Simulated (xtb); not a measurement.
xtb input (GFN1-xTB):

```bash
xtb mol.xyz --gfn 1 --sp --chrg 0 --uhf 0
```
mol.xyz:
```
6

C     -1.10482799     0.00685239    -0.02645507
N      0.31271397    -0.00193952     0.00748792
C      1.47683890    -0.00915969     0.03536285
H     -1.46003960    -0.68901516    -0.78610308
H     -1.49901660    -0.29209176     0.94448251
H     -1.46200701     1.00852736    -0.26424163
```

End of the output:

```
         :::::::::::::::::::::::::::::::::::::::::::::::::::::
         ::                     SUMMARY                     ::
         :::::::::::::::::::::::::::::::::::::::::::::::::::::
         :: total energy              -8.940125726387 Eh    ::
         :: gradient norm              0.013895308279 Eh/a0 ::
         :: HOMO-LUMO gap              5.422994662067 eV    ::
         ::.................................................::
         :: SCC energy                -9.087969495689 Eh    ::
         :: -> electrostatic           0.008595113416 Eh    ::
         :: repulsion energy           0.149045180232 Eh    ::
         :: dispersion energy         -0.001201410931 Eh    ::
         :: halogen bond corr.         0.000000000000 Eh    ::
         :: add. restraining           0.000000000000 Eh    ::
         :: total charge              -0.000000000000 e     ::
         :::::::::::::::::::::::::::::::::::::::::::::::::::::

           -------------------------------------------------
          |                Property Printout                |
           -------------------------------------------------

    * Orbital Energies and Occupations

         #    Occupation            Energy/Eh            Energy/eV
      -------------------------------------------------------------
         1        2.0000           -0.7682467             -20.9051
         2        2.0000           -0.6600348             -17.9605
         3        2.0000           -0.5787067             -15.7474
         4        2.0000           -0.5630091             -15.3203
         5        2.0000           -0.5630091             -15.3203
         6        2.0000           -0.4685859             -12.7509
         7        2.0000           -0.4685859             -12.7509
         8        2.0000           -0.4059573             -11.0467 (HOMO)
         9                         -0.2066659              -5.6237 (LUMO)
        10                         -0.2066659              -5.6237
        11                         -0.1581774              -4.3042
        12                         -0.0866896              -2.3589
        13                         -0.0866896              -2.3589
        14                          0.1175712               3.1993
        15                          0.2554577               6.9514
        16                          0.2554578               6.9514
        17                          0.4123868              11.2216
        18                          1.0538351              28.6763
Note: The following floating-point exceptions are signalling: IEEE_DENORMAL
normal termination of xtb
      -------------------------------------------------------------
                  HL-Gap            0.1992914 Eh            5.4230 eV
             Fermi-level           -0.3063116 Eh           -8.3352 eV

  Mulliken/CM5 charges         n(s)   n(p)   n(d)
     1C     0.07109 -0.01065   0.970  2.959  0.000
     2N    -0.15985 -0.37802   1.456  3.704  0.000
     3C    -0.05377  0.06080   1.552  2.502  0.000
     4H     0.04751  0.10929   0.952  0.000  0.000
     5H     0.04751  0.10929   0.952  0.000  0.000
     6H     0.04751  0.10929   0.952  0.000  0.000

Wiberg/Mayer (AO) data.
largest (>0.10) Wiberg bond orders for each atom

 ---------------------------------------------------------------------------
     #   Z sym  total        # sym  WBO       # sym  WBO       # sym  WBO
 ---------------------------------------------------------------------------
     1   6 C    3.959 --     4 H    0.975     6 H    0.975     5 H    0.975
                             2 N    0.967
     2   7 N    3.578 --     3 C    2.603     1 C    0.967
     3   6 C    2.739 --     2 N    2.603
     4   1 H    1.005 --     1 C    0.975
     5   1 H    1.005 --     1 C    0.975
     6   1 H    1.005 --     1 C    0.975
 ---------------------------------------------------------------------------

Topologies differ in total number of bonds
Writing topology from bond orders to xtbtopo.mol

 dipole moment from electron density (au)
     X       Y       Z
  -1.4414   0.0089  -0.0345  total (Debye):    3.665

           -------------------------------------------------
          | TOTAL ENERGY               -8.940125726387 Eh   |
          | GRADIENT NORM               0.013895308279 Eh/α |
          | HOMO-LUMO GAP               5.422994662067 eV   |
           -------------------------------------------------

------------------------------------------------------------------------
------------------------------------------------------------------------
 total:
 SCF:
```
